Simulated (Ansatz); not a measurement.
Basis sets compared for BiMe3 (C₃H₉Bi). Total charge 0; singlet. Geometry PBE0-D4/def2-SVP. Ansatz on 4 threads of Arm Neoverse V2 on a shared host; times are rough, and most runs start from earlier orbitals.

```xyz
13

Bi    0.519    0.859   -0.807
C     1.642   -0.965   -0.044
H     1.988   -1.568   -0.895
H     0.973   -1.567    0.587
H     2.511   -0.639    0.545
C    -1.343   -0.347   -1.301
H    -1.588   -1.003   -0.454
H    -1.161   -0.955   -2.199
H    -2.182    0.337   -1.493
C    -0.247    1.396    1.265
H    -1.081    2.105    1.173
H     0.560    1.862    1.848
H    -0.592    0.485    1.774
```

In the def2 sets Bi takes a core potential; there is no spin–orbit coupling.

Binding counts from free atoms (Bi quartet, C triplet, H doublet) in the same basis, without a counterpoise term.

```json
{"level": "PBE-D4/def2-SVP", "functions": "113", "energy (Eh)": "-334.1130", "HOMO (eV)": "-5.54", "LUMO (eV)": "-0.27", "binding per atom (eV)": "3.64", "wall time": "0.9 s"}
{"level": "PBE0-D4/def2-SVP", "functions": "113", "energy (Eh)": "-334.1143", "HOMO (eV)": "-6.54", "LUMO (eV)": "0.48", "binding per atom (eV)": "3.59", "wall time": "1.1 s"}
```

(1) Estimate the rows for PBE-D4/def2-TZVP, PBE0-D4/def2-TZVP (with forces).

## Answers

(1) 
| level | functions | energy (Eh) | HOMO (eV) | LUMO (eV) | binding per atom (eV) | wall time |
| --- | --- | --- | --- | --- | --- | --- |
| PBE-D4/def2-TZVP | 197 | -334.2636 | -5.64 | -0.60 | 3.65 | 1.5 s |
| PBE0-D4/def2-TZVP (with forces) | 197 | -334.2584 | -6.60 | 0.11 | 3.59 | 3 s |
